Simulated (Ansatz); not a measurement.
Ideal-gas functions of GeH5SSi, SMILES `[SiH2][S][GeH3]` radical at 298.15 K and 1 bar, from an Ansatz frequency run at PBE0-D4/def2-TZVP.

Molar mass 137.8 g/mol, point group C1 (symmetry number 1), electronic degeneracy 2, moments of inertia 54.96, 268.478, 314.699 u Å². Harmonic wavenumbers (cm⁻¹, unscaled): 26, 115, 123, 395, 514, 564, 568, 643, 674, 828, 866, 875, 902, 2158, 2165, 2167, 2182, 2214.

Use S(trans) = R[1.5 ln M + 2.5 ln T − 1.1517]; rotational temperatures θ = 24.2544 K / I; S(rot) = R[ln(√π/σ · √(T³/θAθBθC)) + 1.5]; for each mode x = 1.438777 ν̃/T, S = R[x/(eˣ − 1) − ln(1 − e⁻ˣ)] and H = RT x/(eˣ − 1); 1 cm⁻¹ = 0.0119627 kJ/mol; R = 8.31446 J/(mol·K).

Question: By hand: the entropy, in J/(mol·K).

Answer: Translation 170.3. Rotation: θ = 0.4413, 0.0903, 0.0771 K, giving 112.3. Vibration, mode by mode: 25.58, 13.32, 12.77, 4.11, 2.61, 2.16, 2.13, 1.60, 1.42, 0.78, 0.67, 0.65, 0.58, 0.00, 0.00, 0.00, 0.00, 0.00, in all 68.4. Electronic 5.8. Sum 356.8 J/(mol·K).

Question: By hand: H − E and G − E in kJ/mol, counted from the electronic energy.

Answer: Zero-point energy ½ × 17979 × 0.0119627 = 107.5; thermal vibration 9.7; translation, rotation and pV give 4 RT = 9.9. H − E = 127.1 kJ/mol, and G − E = 127.1 − 298.15 × 356.8/1000 = 20.7 kJ/mol.

Vibration gives 19 % of the entropy, 51.7 J/(mol·K) of it from the modes under 150 cm⁻¹: soft modes count most, and the harmonic formula is weakest for them. The sum counts one conformer and one mirror image; others add a mixing term.
